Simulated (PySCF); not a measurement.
Radial density of Br²⁺ (bromine, charge +2)

UHF, [Ar] 3d10 4s2 4p3, high-spin 4S determinant. All numbers are calculated (PySCF 2.14, scalar relativity through the core potential, in cc-pVTZ-PP with ECP10MDF (5s4p3d1f, 39 functions)). This is the valence pseudo-density: the core potential removes the inner electrons and smooths the orbitals near the nucleus.

```tsv
r (bohr)	4πr²ρ (e/bohr)	4πr²(ρα − ρβ)
0.000576	2.313e-05	0.0000
0.000968	6.528e-05	0.0000
0.00163	0.0001834	0.0000
0.00274	0.0005084	0.0000
0.00461	0.001363	0.0000
0.00775	0.003375	0.0000
0.0130	0.007362	0.0000
0.0219	0.01444	0.0000
0.0369	0.02753	0.0000
0.0620	0.1076	0.0001
0.104	0.8507	0.0004
0.176	5.462	0.0170
0.295	21.62	0.2185
0.497	34.07	0.2690
0.835	12.02	0.1799
1.41	4.253	1.9344
2.36	1.533	1.0609
3.98	0.05394	0.0440
6.69	0.0009720	0.0010
```

Energies and moments cover only the electrons outside the core potential.
